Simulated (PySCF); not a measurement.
## Spinor energies of P³⁺ (phosphorus, charge +3)

Start: [Ne] 3s2. Calculated with PySCF 2.14 in x2c-TZVPPall-2c with one added diffuse shell each of s, p, d type (6s7p4d1f, 54 functions): generalised Hartree-Fock with the X2C-1e Hamiltonian and a Gaussian nucleus; spin-orbit coupling (SO) screened by Boettger's factors.

```tsv
spinor shell	electrons	ε, screened SO (eV)	weight of nominal j (screened SO)	rms radius, screened SO (bohr)
1s1/2	2	-2222.5	1.000	0.120
2s1/2	2	-244.40	1.000	0.558
2p1/2	2	-186.44	1.000	0.536
2p3/2	4	-185.46	1.000	0.539
3s1/2	2	-50.006	1.000	1.81
```

```tsv
quantity	screened SO
E (hartree)	-339.37187
M_J	0
⟨J²⟩	0.000
⟨L²⟩	0.000
⟨S²⟩	0.000
```
